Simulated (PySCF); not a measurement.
# La⁺: ionisation energy

La⁺ [Xe] 5d2 (3F) → La²⁺ [Xe] 5d1 (2D), as a difference of total energies. Calculation: PySCF 2.14, in def2-QZVPPD with the def2 core potential (46 electrons) (7s5p4d3f2g, 81 functions); a scalar-relativistic core potential. Correlated levels: valence: nothing frozen outside the core potential. The calculations carry no spin-orbit coupling.

```
           method  ionisation energy (eV)  difference from reference (eV)
              UHF                  10.463                          -0.722
              LDA                  11.359                          +0.174
              PBE                  11.336                          +0.151
             PBE0                  11.275                          +0.090
           r2SCAN                  11.272                          +0.087
             BLYP                  11.179                          -0.006
            HSE06                  11.280                          +0.095
          wB97M-V                  10.959                          -0.226
          r2SCAN0                  11.256                          +0.071
    MP2 (valence)                  10.965                          -0.220
SCS-MP2 (valence)                  10.871                          -0.314
```

Reference: 11.185 eV (measured; NIST Atomic Spectra Database, ionization energies).

The reference lies between the lowest fine-structure levels, while these numbers refer to the centres of the terms.

Errors of the correlated levels include the incompleteness of this basis.
